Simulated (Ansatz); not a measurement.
H4TeO, closed shell: a pair in one relaxed arrangement.

The input file, in.yaml:

```yaml
crystal:
  periodic: [false, false, false]
  atoms:
    - {symbol: O, position_ang: [0.287859, -0.047594, -1.587222]}
    - {symbol: H, position_ang: [0.236750, 0.801691, -2.032169]}
    - {symbol: H, position_ang: [-0.284005, -0.634793, -2.087261]}
    - {symbol: Te, position_ang: [-0.610608, 0.170604, 1.372962]}
    - {symbol: H, position_ang: [-0.571482, 0.098343, 3.034328]}
    - {symbol: H, position_ang: [0.941386, -0.388150, 1.299364]}
basis:
  gaussian: {orbitals: "def2-TZVPPD.json"}
hamiltonian: {xc: hse06, dispersion: d4}
```

The basis file named in the input lies beside it (Basis Set Exchange, JSON).

Launched with

```bash
ansatz run in.yaml --threads 2 --pin off --events-out ev --progress --plain --max-ram 5222MiB
```

The run's output (Ansatz 0.2.0):

```
Functional definition: HSE06
  name "HSE06"
  cite "Heyd, Scuseria & Ernzerhof, J. Chem. Phys. 118, 8207 (2003) doi:10.1063/1.1564060"
  cite "Krukau, Vydrov, Izmaylov & Scuseria, J. Chem. Phys. 125, 224106 (2006) doi:10.1063/1.2404663"
  cite "Heyd & Scuseria, J. Chem. Phys. 120, 7274 (2004) doi:10.1063/1.1668634"
  cite "Ernzerhof & Perdew, J. Chem. Phys. 109, 3313 (1998) doi:10.1063/1.476928"
  cite "Perdew, Burke & Ernzerhof, Phys. Rev. Lett. 77, 3865 (1996) doi:10.1103/PhysRevLett.77.3865"
  parent pbe
  parameter a = 0.25
  parameter omega = 0.11/bohr
  # The whole range is PBE's own exchange, as in plane waves. The composition of these papers is wPBEh.
  exchange = pbe_x - a*pbe_x_sr(omega) + a*exact_x_sr(omega)
  correlation = pbe_c
897 factors; their error is unknown
86 factors; integrals over basis functions are off by at most 4.4e-5 eV
mean field evaluation 1: about -9399.9071 eV, gradient 5.1e1 eV
mean field evaluation 2: about -9390.0910 eV, gradient 8.8e1 eV
mean field evaluation 4: about -9404.0727 eV, gradient 3.6e0 eV
mean field evaluation 8: about -9404.0940 eV, gradient 3.0e-2 eV
mean field evaluation 16: about -9404.2634 eV, gradient 3.6e-5 eV
mean field -9404.26339572 eV, -345.6003053539 hartree, gradient 3.6e-5 eV, S^2 0.000000; 0 other end points of the search recorded, 0 dependent functions left out
reference -9404.26345292 eV, -345.6003074561 hartree; 18, 18 occupied and 149, 149 virtual orbitals, 897 factors
Total energy: -9404.31567080 eV, -345.6022264280 hartree
```

Hardware: 2 CPU threads of an Arm Neoverse V1, shared host. Wall time about 2.2 s.
